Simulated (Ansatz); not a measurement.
`CCBN[SiH3]` + `O[Si](O)(O)O` → `CCO[Si](O)(O)O` + `BN[SiH3]`  (substitution at a C–B bond)

Calculated with Ansatz (gas phase, PBE0-D4/def2-TZVP geometries, no zero-point term in ΔE). CCSD(T)/CBS adds triple-zeta CCSD(T) − MP2 to the extrapolated MP2 energy (def2 sets, frozen cores). This one scheme is used for every species. DFT in def2-TZVPP. B3LYP here is the variant with VWN-RPA as its local correlation; programs differ in this. One conformer a species, not always the lowest.

`CCBN[SiH3]`:

```xyz
15

C    -0.609   -0.812   -2.305
C    -0.962   -0.830   -0.817
B    -0.237    0.289    0.012
N     0.409    0.030    1.234
Si    1.223    1.183    2.253
H    -1.177   -1.557   -2.867
H    -0.815    0.166   -2.745
H     0.453   -1.021   -2.464
H    -0.784   -1.828   -0.398
H    -2.043   -0.653   -0.712
H    -0.225    1.424   -0.386
H     0.396   -0.930    1.553
H     0.586    1.239    3.597
H     1.141    2.507    1.598
H     2.645    0.794    2.449
```

`O[Si](O)(O)O`:

```xyz
9

O    -0.088   -0.449   -1.566
Si    0.000    0.000    0.000
O     1.373   -0.654    0.589
O    -1.209   -0.527    0.959
O    -0.076    1.629    0.017
H     0.222   -1.330   -1.777
H     1.437   -0.730    1.542
H    -2.026   -0.026    0.934
H     0.367    2.086   -0.699
```

`CCO[Si](O)(O)O`:

Cartesian coordinates in Å:
```
C -0.159 0.184 2.198
C -0.724 -0.606 1.042
O -0.819 0.198 -0.125
Si 0.245 0.167 -1.350
O 1.736 0.210 -0.689
O 0.209 -1.176 -2.279
O -0.128 1.423 -2.321
H 0.857 0.513 1.974
H -0.775 1.063 2.397
H -0.134 -0.431 3.101
H -0.107 -1.491 0.848
H -1.735 -0.957 1.271
H 2.457 -0.096 -1.241
H -0.486 -1.221 -2.938
H -0.436 2.221 -1.888
```

`BN[SiH3]`:

```xyz
9

B    -0.455    1.485    0.131
N    -0.645    0.107   -0.014
Si    0.598   -1.115   -0.089
H     0.661    1.911    0.216
H    -1.406    2.213    0.168
H    -1.602   -0.213   -0.082
H     0.428   -2.096    1.016
H     1.905   -0.431    0.027
H     0.516   -1.860   -1.373
```

| level | ΔE (kJ/mol) | difference from CCSD(T)/CBS |
| --- | --- | --- |
| PBE-D4 | 77.7 | -1.4 |
| r2SCAN-D4 | 78.1 | -1.0 |
| PBE0-D4 | 79.4 | 0.3 |
| B3LYP-D4 | 70.4 | -8.7 |
| ωB97X-V | 71.5 | -7.6 |
| ωB97M-V | 76.1 | -3.0 |
| B2PLYP | 75.7 | -3.4 |
| PBE | 80.0 | 0.9 |
| r2SCAN | 78.8 | -0.3 |
| PBE0 | 81.5 | 2.4 |
| B3LYP | 73.8 | -5.3 |
| HF/def2-TZVPP | 66.8 | -12.3 |
| MP2/def2-TZVPP | 82.3 | 3.2 |
| SCS-MP2/def2-TZVPP | 75.6 | -3.5 |
| CCSD/def2-TZVPP | 76.4 | -2.7 |
| CCSD(T)/def2-TZVPP | 76.5 | -2.6 |
| HF/def2-QZVPP | 66.4 | -12.7 |
| MP2/def2-QZVPP | 83.7 | 4.6 |
| SCS-MP2/def2-QZVPP | 77.2 | -1.9 |
| HF/CBS(def2) | 66.4 | -12.7 |
| MP2/CBS(def2) | 84.9 | 5.8 |
| CCSD/CBS(def2) | 79.0 | -0.1 |
| CCSD(T)/CBS | 79.1 | 0 |

Largest T1 diagnostic among the species: 0.012.

In def2-TZVPP, CCSD(T) changes the Hartree–Fock value by +9.7 kJ/mol (the triples alone add +0.1 kJ/mol) and MP2 by +15.5 kJ/mol. The D4 term adds −3.5 kJ/mol with B3LYP and −2.1 kJ/mol with PBE0; it sums over pairs of atoms, weighted by their polarisabilities, and B3LYP, whose exchange is more repulsive, gets the larger term.
